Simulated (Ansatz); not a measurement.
Total energies of `C#CS[SiH3]`.

```xyz
8

C     1.7061   -1.1092   -1.1463
C     0.7233   -0.4137   -1.1828
S    -0.6454    0.5584   -1.2771
Si   -1.0151    0.6468    0.8439
H     2.5744   -1.7235   -1.1161
H    -1.2575   -0.7169    1.3694
H     0.1419    1.2671    1.5305
H    -2.2276    1.4911    0.9785
```

Charge 0, multiplicity 1. The geometry is a stationary point of PBE0-D4/def2-TZVP. Basis def2-TZVPP, Ansatz.

RPA on PBE orbitals: Hartree–Fock energy of these orbitals -764.47636 Eh, correlation -1.02496 Eh (frozen core).

```csv
functional,energy without D4 (Eh),D4 term (kJ/mol)
revPBE,-766.13927,-51.9
BLYP,-766.25700,-39.8
r2SCAN,-766.18883,-4.3
B97M-V,-766.11883,–
B3LYP,-766.33583,-29.7
r2SCANh,-766.18076,-4.6
r2SCAN0,-766.16960,-5.1
BHLYP,-766.24075,-23.9
CAM-B3LYP,-766.26113,-15.8
LC-ωPBE,-766.02043,–
ωB97X-V,-766.15989,–
ωB97M-V,-766.21278,–
B2PLYP,-765.97678,–
PBE-QIDH,-765.74660,–
```

Task: Give the same for LDA (SPW92), PBE, PBE0, HSE06 (plane-wave form). (An estimate is asked.)

Result: Ansatz gave: 
| functional | energy without D4 (Eh) | D4 term (kJ/mol) |
| --- | --- | --- |
| LDA (SPW92) | -763.02019 | – |
| PBE | -765.86443 | -18.2 |
| PBE0 | -765.93059 | -15.4 |
| HSE06 (plane-wave form) | -765.91206 | -14.5 |

B3LYP takes the VWN-RPA correlation (the form of Gaussian; ORCA's B3LYP/G). HSE06 is the plane-wave form, built on full-range PBE exchange. The double hybrids freeze the cores in their second-order part.

LC-ωPBE has ω = 0.4 bohr⁻¹.
